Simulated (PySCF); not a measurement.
A series of derivatives of C#C[Si](O)(O)O[SiH3]

Parent skeleton `[CH:1]#[C:2][Si:3]([OH:4])([OH:5])[O:6][SiH3:7]`; one hydrogen on atom 7 is replaced by X. Hydrogens on one atom are averaged.

[PySCF 2.14.0 with density-fitted response routines: NMR shieldings at PBE0/pcSseg-1/GIAO; structure optimised with GFN2-xTB; rapidly exchanging positions averaged; no solvent model; non-relativistic; one conformer]

Referencing at the same level of theory: ¹³C (σref 186.93), ²⁹Si (σref 349.16), ¹H (σref 31.72) against TMS; H2O for ¹⁷O (σref 336.08).

(1) Give δ (ppm) for X = CH2Cl, CH2CN, vinyl, CN, N=CH2, SCH3, NHCH3.

(2) Which position responds most, and to which substituents?

Answers

(1) 
```tsv
X	SMILES	C1	C2	Si3	O4/O5	O6	Si7	H(C1)	H(Si7)
CH2Cl	C#C[Si](O)(O)O[SiH2]CCl	96.6	87.1	-80.9	57.5	74.3	-33.7	1.63	4.92
CH2CN	C#C[Si](O)(O)O[SiH2]CC#N	97.7	86.1	-80.9	57.4	75.8	-27.9	1.72	5.19
vinyl	C#C[Si](O)(O)O[SiH2]C=C	95.6	88.1	-81.8	57.4	64.4	-35.5	1.60	5.41
CN	C#C[Si](O)(O)O[SiH2]C#N	98.8	85.5	-81.5	57.5	64.5	-62.9	1.81	5.12
N=CH2	C#C[Si](O)(O)O[SiH2]N=C	96.8	88.6	-82.1	57.4	93.2	-42.2	1.67	5.30
SCH3	C#C[Si](O)(O)O[SiH2]SC	97.0	86.6	-79.9	57.6	70.9	-14.8	1.66	5.52
NHCH3	C#C[Si](O)(O)O[SiH2]NC	95.5	88.1	-80.5	58.6	74.1	-34.5	1.57	5.27
```

(2) Si7: from -62.9 ppm with CN to -14.8 ppm with SCH3.

Experimental scales use liquid or dissolved standards, which lie at an offset from isolated H2O (liquid H2O: subtract about 36 ppm).
